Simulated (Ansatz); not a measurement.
Mulliken charges of CH₄GaNSi (`N#C[SiH2][GaH2]`) from PBE/def2-TZVPP in Ansatz (PBE0-D4/def2-TZVP geometry).

```
atom   x (Å)   y (Å)   z (Å)  charge (e)
  N1   1.929  -0.824   2.138       0.029
  C2   1.360  -0.194   1.358      -0.236
 Si3   0.399   0.746   0.086       0.105
 Ga4  -1.274  -0.674  -0.939       0.177
  H5   1.400   1.248  -0.891      -0.020
  H6  -0.193   1.908   0.799      -0.020
  H7  -2.188  -0.042  -2.046      -0.025
  H8  -1.433  -2.168  -0.507      -0.011
```

**Question.** By hand: the dipole of these point charges (1 e Å = 4.8032 D).

**Answer.** Σ q r = (-0.402, -0.057, -0.357) e Å, of length 0.541 e Å = 2.60 D.

**Question.** How does the dipole of the full density compare? (Estimate.)

**Answer.** Ansatz gave: (-0.483, 0.280, -0.563) e Å, 3.81 D; the point charges give 0.68 times that, at 28° from its direction.

Point charges leave out the atoms' own dipoles, such as those of lone pairs, and Mulliken's split depends on the basis, so the two needn't agree.
